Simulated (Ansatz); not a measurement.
System: CH6NSi, charge 0, doublet. CH6NSi (SMILES C[SiH]N, doublet).
B3LYP-D3(BJ)/def2-TZVP minimum from Ansatz (an electronic-structure program):
```xyz
9

Si     0.0113     0.5726    -0.1233
C      1.4231    -0.5350     0.4514
N     -1.4417    -0.3756    -0.1648
H      0.2289     1.0357    -1.5274
H      1.5306    -1.3939    -0.2165
H      1.2459    -0.9063     1.4628
H      2.3636     0.0184     0.4611
H     -2.2513    -0.0281    -0.6569
H     -1.7225    -0.9030     0.6487
```
Charge 0, spin multiplicity 2.

Total energies in cc-pV(D+d)Z, 19 correlated electrons, 7 frozen orbitals. Open shells are spin-unrestricted; no spin-orbit coupling. Cores are frozen in correlated methods. No relativity.

```tsv
method	program	energy (Eh)	minus CCSDT(Q) (mEh)
HF	Ansatz	-384.74342	461.22
MP2	Ansatz	-385.14798	56.66
CCSD	Ansatz	-385.19102	13.62
CCSD(T)	Ansatz	-385.20274	1.90
CCSDT(Q)	Ansatz	-385.20464	0.00
```

Rough core times of Ansatz's runs on a shared machine: CCSD(T) under 20 s, CCSDT(Q) 70 min.
